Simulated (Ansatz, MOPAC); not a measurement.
Bond stretch in GaAl, lowest triplet found (which spin is the ground state isn't settled by this scan). Each curve is given relative to its own lowest point between 2.63 and 3.27 Å, where full CI is lowest.

```json
[
 {"R / Å": "2.63", "A": "0.829", "B": "0.037", "C": "0.027"},
 {"R / Å": "2.76", "A": "0.000", "B": "0.000", "C": "0.000"},
 {"R / Å": "2.87", "A": "0.435", "B": "0.017", "C": "0.019"},
 {"R / Å": "3.04", "A": "0.969", "B": "0.096", "C": "0.096"},
 {"R / Å": "3.27", "A": "1.446", "B": "0.255", "C": "0.247"},
 {"R / Å": "3.52", "A": "1.729", "B": "0.446", "C": "0.433"},
 {"R / Å": "3.92", "A": "1.903", "B": "0.719", "C": "0.718"},
 {"R / Å": "4.31", "A": "1.941", "B": "0.916", "C": "0.953"},
 {"R / Å": "4.76", "A": "1.948", "B": "1.058", "C": "1.168"},
 {"R / Å": "5.36", "A": "1.948", "B": "1.146", "C": "1.375"},
 {"R / Å": "6.13", "A": "1.948", "B": "1.185", "C": "1.520"},
 {"R / Å": "7.08", "A": "1.949", "B": "1.201", "C": "1.564"},
 {"R / Å": "8.18", "A": "1.949", "B": "1.208", "C": "1.577"}
]
```

Energies in eV.

### Question
Match the curves with the methods PM6, unrestricted, heats of formation (MOPAC); CCSDT on UHF/aug-cc-pVDZ, cores with 3d frozen in Ansatz (a program for electronic structure); unrestricted PBE/aug-cc-pVDZ in Ansatz.

### Answer
A is PM6; B is UCCSDT; C is UKS-PBE.

The scan ran from 1.74 to 8.18 Å; beyond the distances shown full CI changes its symmetry label.
